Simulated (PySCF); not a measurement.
difluoromethyl(methyl)silane (C2H6F2Si), SMILES C[SiH2]C(F)F.

The structure is a stationary point at B3LYP-D3(BJ)/def2-SVP. One conformer was computed; it need not be the lowest.

Two levels are set side by side: PBE/def2-TZVP (PySCF) and ωB97X/def2-TZVP (PySCF). Same geometry, gas phase. Differences are taken from unrounded values.

```tsv
quantity	PBE
orbital gap (eV)	6.59
highest occupied level (eV)	-6.92
lowest empty level (eV)	-0.33
dipole moment (D)	1.40
mean polarisability (bohr³)	54.6
```

Q: These are the PBE values. What does ωB97X give? (An estimate is asked for; the answer gives what the named calculation found.)

A: 
| quantity | ωB97X | PBE minus ωB97X |
|---|---|---|
| orbital gap (eV) | 13.36 | -6.77 |
| highest occupied level (eV) | -10.92 | 4.00 |
| lowest empty level (eV) | 2.44 | -2.77 |
| dipole moment (D) | 1.66 | -0.25 |
| mean polarisability (bohr³) | 51.8 | 2.8 |

Without exact exchange PBE keeps part of each electron's self-repulsion, which lifts occupied levels and narrows the gap. Loosely held outer electrons make PBE densities more polarisable. Differences between two approximate levels are no errors against the true value.

Rough cost on one machine, each run with all the roots and properties that it gave: ωB97X against PBE within a factor of 2.
